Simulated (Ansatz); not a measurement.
Mulliken charges of `F/[C]([GaH2])=[CH]/[AlH2]` from r2SCAN/def2-TZVPP in Ansatz (PBE0-D4/def2-TZVP geometry).

| atom | x (Å) | y (Å) | z (Å) | charge (e) |
| --- | --- | --- | --- | --- |
| F1 | 0.192 | -2.713 | 0.245 | -0.203 |
| C2 | 0.121 | -1.368 | 0.131 | 0.063 |
| Ga3 | 1.607 | -0.189 | 0.469 | 0.277 |
| C4 | -0.994 | -0.729 | -0.232 | -0.197 |
| Al5 | -0.887 | 1.251 | -0.338 | 0.460 |
| H6 | 0.949 | 1.290 | 0.183 | -0.112 |
| H7 | 3.099 | -0.195 | 0.888 | 0.018 |
| H8 | -1.876 | -1.339 | -0.441 | 0.060 |
| H9 | -1.486 | 2.088 | 0.874 | -0.182 |
| H10 | -0.726 | 1.904 | -1.779 | -0.182 |

Task: By hand: the dipole of these point charges (1 e Å = 4.8032 D).

Result: Σ q r = (0.441, 0.176, 0.112) e Å, of length 0.488 e Å = 2.34 D.

Task: How does the dipole of the full density compare? (Estimate.)

Result: The calculation gave: (0.403, -0.121, 0.123) e Å, 2.11 D; the point charges give 1.11 times that, at 37° from its direction.

Point charges leave out the atoms' own dipoles, such as those of lone pairs, and Mulliken's split depends on the basis, so the two needn't agree.
